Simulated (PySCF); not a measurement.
C2H5FO2Si.
Geometry (PBE0-D3(BJ)/def2-SVP, Å), atoms numbered from 1 in this order:
```
atom  x, y, z in Å
O1    -1.9314    1.4537    0.1542
Si2   -1.6562   -0.1280   -0.2443
O3    -0.0905   -0.3804   -0.7799
C4     1.0306   -0.2391   -0.0357
C5     2.2389   -0.4237   -0.5666
F6     3.3380   -0.2810    0.1730
H7    -1.8703    2.1080   -0.5483
H8    -2.4824   -0.5883   -1.3886
H9    -1.8886   -0.8837    1.0118
H10    0.9305    0.0350    1.0221
H11    2.4192   -0.6958   -1.6095
```

Method used: core-valence-separated Tamm–Dancoff BHandHLYP/aug-pcX-1 (pcseg-1 on H, def2-SVPD on Si) in PySCF, non-relativistic, gas phase, PBE0-D3(BJ)/def2-SVP geometry. The energies are unshifted.

The lowest roots of each edge with f over 0.003 (five at most, numbered afresh; weaker and dark ones are left out), with transition dipoles (au) in the frame of the coordinates:

```tsv
root	edge	E (eV)	f	μx	μy	μz
1	C	284.62	0.0644	-0.0043	-0.0932	0.0230
2	C	284.93	0.0650	0.0035	0.0934	-0.0240
3	C	287.21	0.0220	0.0384	0.0101	0.0393
4	C	287.27	0.0505	0.0358	0.0149	0.0753
5	C	288.05	0.0123	-0.0397	0.0063	0.0117
6	O	532.00	0.0178	-0.0052	-0.0155	0.0331
7	O	533.60	0.0186	0.0029	0.0366	-0.0087
8	O	533.65	0.0043	-0.0062	0.0084	0.0148
9	O	533.71	0.0158	-0.0341	-0.0067	0.0003
10	O	534.17	0.0291	-0.0053	0.0468	-0.0005
11	F	686.12	0.0219	0.0300	0.0057	0.0193
12	F	686.33	0.0087	-0.0016	0.0216	-0.0072
13	F	687.44	0.0136	-0.0229	-0.0026	-0.0167
14	F	688.55	0.0047	-0.0139	-0.0072	-0.0058
```

**Question.** Molecules are fixed in this frame and the field points along y. What effective strengths 3 f cos²θ do the roots have (θ between field and μ)?

**Answer.** root 1 (C4): 0.182, root 2 (C5): 0.183, root 3 (C5): 0.002, root 4 (C4): 0.005, root 5 (C4): 0.001, root 6 (O1): 0.009, root 7 (O3): 0.053, root 8 (O3): 0.003, root 9 (O1): 0.002, root 10 (O1): 0.086, root 11 (F6): 0.002, root 12 (F6): 0.023, root 13 (F6): 0.000, root 14 (F6): 0.003. Averaged over all orientations cos²θ is 1/3, which gives f back.

One conformer stands for the species.
